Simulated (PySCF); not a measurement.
# A computed series [MF4]−

Computed with PySCF 2.14.0, PBE0, def2-SVP on the ligands, density fitting, scalar-relativistic core potentials, no spin-orbit coupling, vacuum. Each member is relaxed from one template within its symmetry. Distances are means of the shortest metal–ligand contacts, charges and spins Mulliken's; removal energies are rigid, with the ligand's formal charge and no counterpoise, so too large; for an anion taken off a cation in vacuum most of it is the attraction of opposite charges, and multiply charged cations can part far more cheaply with an electron moved from ligand to metal. lcecp potentials hold a fixed number of 4f electrons in the core, out of states, spins and gaps.

```json
{"metal": "Y", "basis on the metal": "def2-SVP with ECP28", "point group": "Td", "M–F (Å)": "2.051", "charge on M (e)": "0.94", "removal of one F (eV)": "6.79", "strongest infrared band, degenerate modes summed (cm⁻¹)": "555", "unstable modes (below −25 cm⁻¹)": "0"}
{"metal": "La", "basis on the metal": "def2-SVP with ECP46", "point group": "Td", "M–F (Å)": "2.209", "charge on M (e)": "1.05", "removal of one F (eV)": "6.27", "strongest infrared band, degenerate modes summed (cm⁻¹)": "499", "unstable modes (below −25 cm⁻¹)": "0"}
{"metal": "Pr", "basis on the metal": "lcecp-1-SVP with ECP48", "point group": "Td", "M–F (Å)": "2.161", "charge on M (e)": "1.10", "removal of one F (eV)": "6.36", "strongest infrared band, degenerate modes summed (cm⁻¹)": "485", "unstable modes (below −25 cm⁻¹)": "0"}
{"metal": "Gd", "basis on the metal": "lcecp-1-SVP with ECP53", "point group": "Td", "M–F (Å)": "2.094", "charge on M (e)": "1.06", "removal of one F (eV)": "6.61", "strongest infrared band, degenerate modes summed (cm⁻¹)": "512", "unstable modes (below −25 cm⁻¹)": "0"}
{"metal": "Dy", "basis on the metal": "lcecp-1-SVP with ECP55", "point group": "Td", "M–F (Å)": "2.070", "charge on M (e)": "1.04", "removal of one F (eV)": "6.70", "strongest infrared band, degenerate modes summed (cm⁻¹)": "518", "unstable modes (below −25 cm⁻¹)": "0"}
{"metal": "Er", "basis on the metal": "lcecp-1-SVP with ECP57", "point group": "Td", "M–F (Å)": "2.047", "charge on M (e)": "1.03", "removal of one F (eV)": "6.79", "strongest infrared band, degenerate modes summed (cm⁻¹)": "520", "unstable modes (below −25 cm⁻¹)": "0"}
{"metal": "Yb", "basis on the metal": "lcecp-1-SVP with ECP59", "point group": "Td", "M–F (Å)": "2.025", "charge on M (e)": "1.03", "removal of one F (eV)": "6.87", "strongest infrared band, degenerate modes summed (cm⁻¹)": "519", "unstable modes (below −25 cm⁻¹)": "0"}
{"metal": "Tl", "basis on the metal": "def2-SVP with ECP60", "point group": "Td", "M–F (Å)": "2.072", "charge on M (e)": "0.98", "removal of one F (eV)": "6.17", "strongest infrared band, degenerate modes summed (cm⁻¹)": "505", "unstable modes (below −25 cm⁻¹)": "0"}
```

Question: A further member has point group Td, M–F (Å) 2.132, charge on M (e) 1.07, removal of one F (eV) 6.45, strongest infrared band, degenerate modes summed (cm⁻¹) 496, unstable modes (below −25 cm⁻¹) 0. Which metal is it?

Answer: Pm, lcecp-1-SVP with ECP50. This is one of several that fit.

From Pr to Yb the M–F distance shrinks by 0.14 Å, the lanthanide contraction, and the energy to remove one F rises by 0.51 eV.

One start shape was tried for each, so a minimum needn't be the lowest isomer.
